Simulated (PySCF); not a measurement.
Ionisation energy of I by level of theory

I [Kr] 4d10 5s2 5p5 (2P) → I⁺ [Kr] 4d10 5s2 5p4 (3P), as a difference of total energies. Calculation: PySCF 2.14, in x2c-SVPall; scalar relativity by spin-free X2C-1e. Correlated levels: valence: [Kr] 4d10 frozen. The calculations carry no spin-orbit coupling.

| method | ionisation energy (eV) | error (eV) |
| --- | --- | --- |
| UHF | 9.571 | -0.948 |
| TPSS | 10.537 | +0.018 |
| MN15 | 10.420 | -0.099 |
| MP2 (valence) | 10.064 | -0.455 |
| SCS-MP2 (valence) | 10.043 | -0.476 |
| CCSD (valence) | 10.044 | -0.475 |
| CCSD(T) (valence) | 10.046 | -0.473 |

Reference: 10.519 eV (measured; NIST levels, between the centres of gravity of the two terms).

Errors of the correlated levels include the incompleteness of this basis and the frozen core.
